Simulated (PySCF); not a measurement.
CH7FO2Si2, SMILES O[SiH2][C@@H](O)[SiH2]F.

Geometry optimised at PBE0-D3(BJ)/def2-SVP. The structure was generated by enumeration; whether it is a known compound was not checked. Other conformers were not sampled.

Two levels are set side by side: TDA-PBE/def2-SVPD (PySCF) and TDA-PBE0/def2-SVPD (PySCF). Vertical, same geometry. The lowest singlet is HOMO→LUMO 99 % with PBE and HOMO→LUMO 98 % with the other functional; states are paired by order. Differences are taken from unrounded values.

```
quantity                              TDA-PBE0  TDA-PBE  TDA-PBE minus TDA-PBE0
------------------------------------  --------  -------  ----------------------
lowest singlet excitation (eV)            5.61     4.78                   -0.83
lowest triplet excitation (TDA) (eV)      5.25     4.52                   -0.73
```

Functionals without exact exchange tend to place singlet excitations lower, as here. Differences between two approximate levels are no errors against the true value.

Rough cost on one machine, each run with all the roots and properties that it gave: TDA-PBE0 against TDA-PBE about 3 times.
